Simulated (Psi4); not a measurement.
Noncovalent pair: CHN (SMILES C#N) (first 3 atoms) with H4OSi (SMILES O[SiH3]); geometry from B3LYP-D3(BJ)/def2-TZVP, rigid monomers moved along the line of their centres of mass till N2···H6 is 3.57 Å.
(charge 0, multiplicity 1):
```json
[
 {"atom": "C", "x (Å)": "0.5763", "y (Å)": "1.5375", "z (Å)": "-0.6186"},
 {"atom": "N", "x (Å)": "0.6017", "y (Å)": "1.1518", "z (Å)": "0.4578"},
 {"atom": "H", "x (Å)": "0.5529", "y (Å)": "1.8977", "z (Å)": "-1.6230"},
 {"atom": "O", "x (Å)": "0.3824", "y (Å)": "-0.5796", "z (Å)": "4.6421"},
 {"atom": "Si", "x (Å)": "-0.8190", "y (Å)": "-1.6256", "z (Å)": "5.0397"},
 {"atom": "H", "x (Å)": "0.4024", "y (Å)": "-0.2276", "z (Å)": "3.7409"},
 {"atom": "H", "x (Å)": "-2.1677", "y (Å)": "-1.0183", "z (Å)": "4.8904"},
 {"atom": "H", "x (Å)": "-0.6079", "y (Å)": "-1.9945", "z (Å)": "6.4557"},
 {"atom": "H", "x (Å)": "-0.7930", "y (Å)": "-2.8569", "z (Å)": "4.2070"}
]
```

The numbers are results of SAPT0/jun-cc-pV(D+d)Z (Psi4), not measurements.

Q: Which attractive term is largest, and how does the interaction split up?

A: electrostatics -1.54, exchange 0.02, induction -0.08, dispersion -0.14, total -1.74 kcal/mol; the largest attraction is electrostatics.
